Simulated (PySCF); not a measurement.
SbCl under electron impact: the energy ladder

CCSD(T) in PySCF with def2-TZVPPD on every atom (core potentials on Sb), for the lowest determinant that a PBE0 search found; no spin–orbit coupling.

| species | state (unpaired electrons) | Re (Å) | ωe (cm⁻¹) | energy of the minimum from the neutral (eV) | De (eV) | dissociates to |
| --- | --- | --- | --- | --- | --- | --- |
| SbCl | triplet (π ↑↑) | 2.349 | 369 | 0.00 | 2.90 | Sb + Cl |
| SbCl⁺ | doublet (π ↑) | 2.242 | 450 | 8.56 | 3.40 | Sb⁺ + Cl |
| SbCl⁻ | doublet (π ↑) | 2.491 | 280 | -1.20 | 0.65 | Sb + Cl⁻ |

**Question.** Work out the lowest energy to break SbCl into atoms, from its vibrational ground state.

**Answer.** D0 = De − ωe/2 = 2.90 − 0.02 = 2.88 eV (CCSD(T)/def2-TZVPPD).

**Question.** Work out the ionisation energy of the Sb atom at this level and the threshold of dissociative ionisation.

**Answer.** IE(Sb) = 8.56 + 3.40 − 2.90 = 9.06 eV, so Sb⁺ + Cl + e⁻ appears at D0 + IE(Sb) = 11.94 eV (CCSD(T)/def2-TZVPPD). The measured IE(Sb) is 8.608 eV (NIST ASD).

**Question.** Work out the electron affinity of the Cl atom and the threshold of dissociative attachment.

**Answer.** EA(Cl) = 2.90 − 0.65 − (-1.20) = 3.45 eV, so Sb + Cl⁻ needs D0 − EA(Cl) = -0.57 eV (negative: it is exothermic at zero electron energy) (CCSD(T)/def2-TZVPPD). The measured EA(Cl) is 3.613 eV.

**Question.** At which energy does ion-pair formation open?

**Answer.** Sb⁺ + Cl⁻ lies at D0 + IE(Sb) − EA(Cl) = 8.49 eV (CCSD(T)/def2-TZVPPD).

These are thermodynamic thresholds; the onsets seen under electron impact lie higher where the geometry changes, and cross-sections peak well above them.

Correlated steps freeze 9 core orbitals. These are scalar-relativistic numbers at best; spin–orbit coupling would shift them, the dissociation energy most. For an ion De counts to the pair picked by the measured ionisation energies or electron affinities, which need not be the lowest pair at this level. States were picked by a PBE0 search and need not be the measured ground states.
